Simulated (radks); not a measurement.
Pt IV, configuration [Xe] 4f14 5d7. Calculated with a radial shooting solver on a logarithmic mesh with Libxc functionals: Dirac Kohn-Sham, LDA (Slater exchange, Perdew-Wang correlation), spin-unpolarised, spherical densities, finite nucleus; open shells are shared between the two j in proportion to 2j + 1; Fermi nuclear charge, rms radius 5.427 fm.

Normalised radial functions P(r) = r R(r) (large component), r in bohr:

```
   r/bohr * 5s1/2 (the largest magnitude, 1.22, reaches the edge; | marks zero)
 0.001312                             | *
  0.00175                             |  *
 0.002315                             |  *
 0.003088                             |   *
 0.004086                             |   *
  0.00545                             |    *
 0.007211                             |    *
 0.009618                             |   *
  0.01283                             |  *
  0.01697                             | *
  0.02264                            *|
  0.02995                         *   |
  0.03995                      *      |
  0.05328                      *      |
   0.0705                          *  |
  0.09403                             |   *
   0.1244                             |         *
   0.1659                             |       *
   0.2213                           * |
   0.2928               *             |
   0.3906                 *           |
   0.5168                             |   *
   0.6893                             |                     *
    0.912                             |                          *
    1.216                             |                  *
    1.622                             |       *
    2.147                             | *
    2.863                             *
    3.788                             *
    5.052                             *
```

5s1/2: eigenvalue -137.08 eV, 4 radial nodes at r = 0.0202, 0.0812, 0.210, 0.490 bohr, <r> = 0.949 bohr, 90 % of the charge inside 1.36 bohr.
